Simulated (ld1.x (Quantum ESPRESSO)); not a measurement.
**u(r) = r·R(r): atom against pseudo-atom (zinc (Zn))**

Columns: radius, all-electron u(r) and pseudo u(r) of the 4p shell (level -2.62 eV) of zinc in the configuration [Ne] 3s2 3p6 3d10 4s1.75 4p0; PBE, scalar-relativistic, PAW scheme, ld1.x (Quantum ESPRESSO) 7.5.

```tsv
r (bohr)	all-electron	pseudo
0.100	0.1025	-0.0287
0.200	0.0511	-0.1021
0.300	-0.0650	-0.1884
0.400	-0.1482	-0.2518
0.500	-0.1786	-0.2688
0.600	-0.1663	-0.2365
0.700	-0.1266	-0.1701
0.800	-0.0724	-0.0914
0.900	-0.0121	-0.0167
1.000	0.0491	0.0488
1.100	0.1082	0.1082
1.200	0.1636	0.1636
1.300	0.2146	0.2146
1.400	0.2609	0.2609
1.500	0.3024	0.3024
1.600	0.3394	0.3394
1.700	0.3721	0.3721
1.800	0.4008	0.4008
1.900	0.4257	0.4257
2.000	0.4472	0.4472
2.100	0.4654	0.4654
2.200	0.4807	0.4807
2.300	0.4933	0.4933
2.400	0.5034	0.5034
2.500	0.5111	0.5111
2.600	0.5168	0.5168
```

Problem. How many radial nodes do the two functions have?

Solution. The all-electron 4p function has n − l − 1 = 2; the pseudo-wave has 1, since 1 lower shell of the same l stays in the valence.

Problem. At about which radius was the pseudo-wave matched?

Solution. 1.10 bohr, where the columns begin to agree (steps of 0.10 bohr).

Problem. Is the pseudo-wave norm-conserving?

Solution. No, it belongs to a PAW set: the norm inside the radius is not constrained, and the difference is carried by the augmentation charge.
